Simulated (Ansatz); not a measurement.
Reactions of H$_{4}$NO$_{2}$Y, SMILES `[NH2][Y]([OH])[OH]`.

Isolated molecules relaxed with PBE0-D4/def2-TZVP in Ansatz; ΔE leaves out vibrations. CCSD(T)/CBS is the MP2 limit (def2-TZVPP, def2-QZVPP) plus CCSD(T) − MP2 in def2-TZVPP, frozen cores. def2 core potentials past Kr. For Br, Mg, Nb, Y outer-core shells are correlated without core-valence functions, which leaves a few kJ/mol of doubt a bond. Scalar relativity is left out up to krypton. Each species was taken in one conformer, which may not be the lowest.

(1) Order these by ΔE at CCSD(T)/CBS, lowest first. (An estimate is asked.)
A. `[NH2][Y]([OH])[OH]` + `[CH3][Nb](=[O])([OH])[F]` → `[CH3][Y]([OH])[OH]` + `[NH2][Nb](=[O])([OH])[F]`
B. `[NH2][Y]([OH])[OH]` + `FC(F)(Cl)Br` → `[NH2][Y]([OH])[F]` + `OC(F)(Cl)Br`
C. `[NH2][Y]([OH])[OH]` + `C[O][Mg][Br]` → `C[O][Y]([OH])[OH]` + `[NH2][Mg][Br]`
D. `[NH2][Y]([OH])[OH]` + `ClB(Cl)Br` → `[OH][Y]([OH])[Cl]` + `NB(Cl)Br`
E. `[NH2][Y]([OH])[OH]` + `[F][Al]([F])[O][SiH3]` → `[OH][Y]([OH])[F]` + `[NH2][Al]([F])[O][SiH3]`
F. `[NH2][Y]([OH])[OH]` + `NC1=CN1` → `[NH2][Y]([NH2])[OH]` + `OC1=CN1`

Largest T1 diagnostic: 0.022, for `[NH2][Nb](=[O])([OH])[F]`.

## Answers

(1) D (-46.3 kcal/mol), B (-17.0 kcal/mol), E (-11.3 kcal/mol), C (-4.1 kcal/mol), A (+5.2 kcal/mol), F (+26.1 kcal/mol).
